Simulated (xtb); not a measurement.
C4H6ClF, SMILES C(/Cl)=C/[C@@H](C)F. All values are semi-empirical tight-binding results from xtb (GFN2-xTB unless named), good for trends rather than for accurate numbers. Geometry: GFN2-xTB. The structure was generated by enumeration; whether it is a known compound was not checked. Other conformers were not sampled.

Optimised geometry:

```xyz
12

C     -1.8547    -0.1876    -0.6348
C     -0.9709     0.1972     0.5480
F     -1.7341     0.1712     1.7013
C      0.1784    -0.7505     0.7124
C      1.3205    -0.6761     0.0517
Cl     1.6610     0.5589    -1.0976
H     -2.2131    -1.2069    -0.5136
H     -2.7089     0.4823    -0.6891
H     -1.2809    -0.1149    -1.5535
H     -0.6160     1.2310     0.4444
H      0.0230    -1.5511     1.4199
H      2.1264    -1.3810     0.1759
```

```
Item                                              Value
----------------------------------------  -------------
orbital gap                                     4.61 eV
dipole moment                                    1.63 D
zero-point energy                         56.0 kcal/mol
G − E(el) at 298.15 K (modified RRHO)     36.2 kcal/mol
static polarisability (D4 model)             63.8 bohr³
solvation energy, GFN2-xTB/ALPB(water)    -3.0 kcal/mol
solvation energy, GFN2-xTB/ALPB(octanol)  -5.0 kcal/mol
```

Computed atomic charges and the Wiberg bond orders between heavy atoms:
charges (e) C1 -0.11, C2 0.15, F3 -0.26, C4 -0.05, C5 0.04, Cl6 -0.16, H7 0.06, H8 0.06, H9 0.06, H10 0.06, H11 0.08, H12 0.07. Bond orders C1–C2 0.99, C2–F3 0.92, C2–C4 1.01, C4–C5 1.90, C5–Cl6 1.00.
